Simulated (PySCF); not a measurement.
This PySCF input asks for the NMR shieldings of `InChI=1S/CH5BN2/c3-1-2-4/h2H2,4H3`; the geometry comes from GFN2-xTB.

```python
import basis_set_exchange as bse
import numpy as np
from pyscf import gto, dft
from pyscf.prop import nmr

atoms = """
N     2.464721   -0.841192   -0.333761
C     1.539567   -0.173264   -0.192182
B     0.265392    0.689079   -0.002056
N    -0.964639   -0.411647    0.092580
H     0.280022    1.280878    1.030275
H     0.046933    1.371334   -0.952373
H    -0.983944   -0.952215   -0.766723
H    -1.846790    0.073089    0.220822
H    -0.787700   -1.030068    0.878239
"""
names = dict.fromkeys(["N", "C", "B", "H"], "pcSseg-1")
basis = {el: gto.basis.parse(bse.get_basis(n, elements=[el], fmt="nwchem")) for el, n in names.items()}
mol = gto.M(atom=atoms, basis=basis, charge=0, verbose=0)
mf = dft.RKS(mol, xc="PBE0")
mf.grids.level = 2
mf.grids.alignment = dft.numint.BLKSIZE   # the property module wants whole blocks of grid points
mf.conv_tol = 1e-9
mf.kernel()

calc = nmr.RKS(mf)   # GIAO
C = mf.mo_coeff
Co = C[:, mf.mo_occ > 0]
resp = mf.gen_response(singlet=True, hermi=2)
def vind(x):   # induced exchange potential for any number of trial vectors
    d = np.einsum("pi,xij,qj->xpq", C, 2 * x.reshape(-1, C.shape[1], Co.shape[1]), Co, optimize=True)
    return np.einsum("xpq,pi,qj->xij", resp(d - d.transpose(0, 2, 1)), C, Co, optimize=True).ravel()
mo1, _ = nmr.rhf.solve_mo1(calc, with_cphf=vind)
sigma = calc.kernel(mo1)
for i, s in enumerate(sigma):   # ppm
    print("%2d %-2s %9.2f" % (i, mol.atom_pure_symbol(i), np.trace(s) / 3))
```

Problem. Give the expected output.

Solution. 
```
 0 N     -71.61
 1 C      51.33
 2 B     130.06
 3 N     225.07
 4 H      29.39
 5 H      29.38
 6 H      28.67
 7 H      28.93
 8 H      28.68
```

These numbers come from an equivalent density-fitted implementation of the same equations, which agrees with the script to about 0.01 ppm for H and up to a few tenths of a ppm for heavy atoms, so last digits may differ.

Size and cost of the density-fitted run: 93 basis functions, 5.5 s wall time on 1 thread of an Intel Xeon Platinum 8488C, shared host; peak memory 0.42 GiB.
